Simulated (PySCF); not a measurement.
**HgB⁺: energy against distance**

Set-up: basis Hg def2-SVPD with ECP60, B def2-SVPD; scalar-relativistic core potentials; PySCF 2.14. Energies in eV from Hg + B⁺ in their ground configurations at the same level. State: ¹Σ⁺ (singlet), closed shell.

```tsv
R (Å)	MN15	RHF-MP2
2.039	-1.110	-0.949
2.134	-1.281	-1.106
2.229	-1.371	-1.189
2.300	-1.402	-1.217
2.371	-1.411	-1.223
2.442	-1.402	-1.212
2.537	-1.372	-1.177
2.655	-1.313	-1.113
2.798	-1.226	-1.017
2.987	-1.097	-0.876
```

Problem. Put a parabola through the three lowest points of the MN15 curve and estimate Re, k and ωe (reduced mass 10.44 u; 1 eV/Å² = 0.16022 mdyn/Å; ωe = 1302.8·√(k/μ) cm⁻¹).

Solution. Through R = 2.3, 2.371, 2.442 Å the second-order coefficient is 1.79 eV/Å², so Re ≈ 2.371 Å, k ≈ 0.572 mdyn/Å and ωe ≈ 305 cm⁻¹. A polynomial fit of higher order to the unrounded MN15 energies gives Re = 2.367 Å, k = 0.544 mdyn/Å, ωe = 297 cm⁻¹; anharmonicity and rounding make the difference.

The higher-order fit for each curve: MN15: Re = 2.367 Å, ωe = 297 cm⁻¹, De = 1.41 eV; RHF-MP2: Re = 2.357 Å, ωe = 302 cm⁻¹, De = 1.22 eV.

Correlated steps freeze 1 core orbital. Correlated levels converge slowly with the basis: in double zeta they bind strong bonds too weakly, by up to about 1 eV, and carry superposition errors of some tenths. Spin–orbit coupling is left out. For an ion De counts to the pair picked by the measured ionisation energies or electron affinities, which need not be the lowest pair at this level.
